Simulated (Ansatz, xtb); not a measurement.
## Isomers of C4H9NSi in order of energy

5 gas-phase structures of C4H9NSi, from a drawn sample of its isomers (lower ones may exist). Each was relaxed with GFN2-xTB; where two conformers were screened, the lower at r2SCAN-D4/def2-SVP is listed:

A. `CC[SiH2]CC#N`, a singlet
B. `C[SiH2][C@@H](C)C#N`, a singlet
C. `C[SiH](C)CC#N`, a singlet
D. `C[Si](C)(C)C#N`, a singlet
E. `CC[Si@@H](C)C#N`, a singlet

Q: Estimate their order in r2SCAN-D4/def2-SVP energy at these geometries, lowest first.

A: Calculated order at r2SCAN-D4/def2-SVP: D (0.0), C (48.1), E (53.6), B (97.1), A (104.1) kJ/mol.

Energies above the lowest of each column, in kJ/mol; the last columns are at PBE0-D3(BJ)/def2-SVP geometries:

```tsv
structure	GFN2-xTB	HF/STO-3G	r2SCAN-D4/def2-SVP	PBE0-D3(BJ)/def2-SVP	CCSD(T)/def2-SVP + ΔMP2/def2-TZVPP
D	63.7	0.0	0.0	0.0	0.0
C	16.1	80.2	48.1	44.8	59.7
E	49.7	53.6	53.6	51.5	56.5
B	0.0	131.5	97.1	92.0	108.8
A	3.1	131.3	104.1	97.3	116.8
```

CCSD(T)/def2-SVP + ΔMP2/def2-TZVPP puts D lowest; GFN2-xTB picks B. CCSD(T)/def2-SVP + ΔMP2/def2-TZVPP orders those it was run on as D (0.0), E (56.5), C (59.7), B (108.8), A (116.8) kJ/mol. Less than 1 kcal/mol parts E and C, so the order within that pair means little. Flexible structures stand in one conformer each, not always the lowest. The ΔMP2 step shifts differences by up to 20.6 kJ/mol, which makes them less sure. ΔMP2 is the change of the MP2 energy from the smaller to the larger basis.

Over these structures GFN2-xTB departs from r2SCAN-D4/def2-SVP by 52.0 kJ/mol on average once a common shift is removed. A GFN2-xTB relaxation took about 0.12 s and the r2SCAN-D4/def2-SVP energy about 2.6 s on a shared host (Ansatz 0.2.0, xtb 6.7.1).
